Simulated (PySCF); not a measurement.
**Assignment exercise: C$_{8}$H$_{17}$BO**

Structure with atom numbers: `[CH3:1][CH:2]([CH3:3])[O:4][C@H:5]1[BH:6][CH2:7][CH2:8][CH2:9][CH2:10]1` (H(Xn): hydrogen on atom n). Ha(C7), Ha(C8), Ha(C9), Ha(C10) are cis to O4 on the ring; Hb(C7), Hb(C8), Hb(C9), Hb(C10) are trans to O4 on the ring.

- coordinates at the PBE0-D3(BJ)/def2-SVP level
- NMR shieldings at B97-2/pcSseg-1/GIAO
- program: PySCF 2.14
- equivalent nuclei averaged, one computed conformer, no solvent model, non-relativistic Hamiltonian

Shifts are taken against calculated references (same method and geometry level): TMS for ¹³C, ¹H.

Question: Assign these signals to the numbered atoms. ¹³C{¹H} NMR (computed): δ 76.1, 67.9, 33.9, 28.2, 27.5, 26.5, 25.1, 18.9.

Answer: 
76.1 → C5, sp3 CH bonded to B and O: pulled downfield by the heteroatom
67.9 → C2, sp3 CH bonded to O: deshielded by the electronegative neighbour
33.9 → C10, sp3 CH2 in a ring: a saturated carbon with 2 carbon neighbours and no heteroatom attached
28.2 → C9, sp3 CH2 in a ring
27.5 → C7, sp3 CH2 bonded to B
26.5 → C8, sp3 CH2 in a ring: a saturated carbon with 2 carbon neighbours and no heteroatom attached
25.1 → C1, methyl carbon: saturated and bonded to C and H only
18.9 → C3, methyl carbon

C9 and C7; C7 and C8; C8 and C1 lie closer than the usual error of such a calculation, so a measured spectrum could show them in the other order.

Question: Assign these signals to the numbered atoms. ¹H NMR (400 MHz, computed): δ 7.70 (br, 1H), 3.54 (m, 1H), 2.93 (m, 1H), 2.06 (m, 1H), 1.93 (m, 1H), 1.75 (m, 1H), 1.75 (m, 1H), 1.50 (m, 1H), 1.38 (m, 1H), 1.22 (m, 1H), 1.19 (d, 3H), 1.02 (d, 3H), 0.57 (m, 1H).

Answer: 
| δ (ppm) | atoms | environment | reason |
| --- | --- | --- | --- |
| 7.70 | H(B6) | hydrogen on a boron bonded to 2 C, in a 6-membered ring | – |
| 3.54 | H(C2) | hydrogen on an sp3 CH bonded to O | its carbon carries O, an electronegative neighbour |
| 2.93 | H(C5) | hydrogen on an sp3 CH bonded to B and O | its carbon carries O, which withdraws density |
| 2.06 | Ha(C7) | hydrogen on an sp3 CH2 bonded to B | – |
| 1.93 | Hb(C10) | hydrogen on an sp3 CH2 in a ring | – |
| 1.75 | Hb(C8) | hydrogen on an sp3 CH2 in a ring | – |
| 1.75 | Ha(C9) | hydrogen on an sp3 CH2 in a ring | far from electronegative atoms and π systems |
| 1.50 | Ha(C10) | hydrogen on an sp3 CH2 in a ring | – |
| 1.38 | Hb(C9) | hydrogen on an sp3 CH2 in a ring | far from electronegative atoms and π systems |
| 1.22 | Ha(C8) | hydrogen on an sp3 CH2 in a ring | – |
| 1.19 | H(C1) | hydrogen on a methyl carbon | – |
| 1.02 | H(C3) | hydrogen on a methyl carbon | – |
| 0.57 | Hb(C7) | hydrogen on an sp3 CH2 bonded to B | – |

Hb(C8) and Ha(C9); Ha(C8) and H(C1) lie closer than the usual error of such a calculation, so a measured spectrum could show them in the other order.

Hydrogens on boron are broadened and split by ¹¹B (spin 3/2, 80 %) and 10B (spin 3). A carbon bonded to boron is broadened by the quadrupolar boron nucleus and is often missing from a measured spectrum. Shifts are as computed. Against solution values, carbons near 30 ppm lie about +1 ppm off and those near 130 ppm about +2 ppm. Of 1211 compounds with measured shifts, 218 miss one by over three times the rms of a fit or turn the order of signals round; such compounds aren't used in these exercises. Multiplicities follow the n + 1 count of equivalent neighbours, as no J values were calculated; m marks all less simple cases, F and P coupling included.
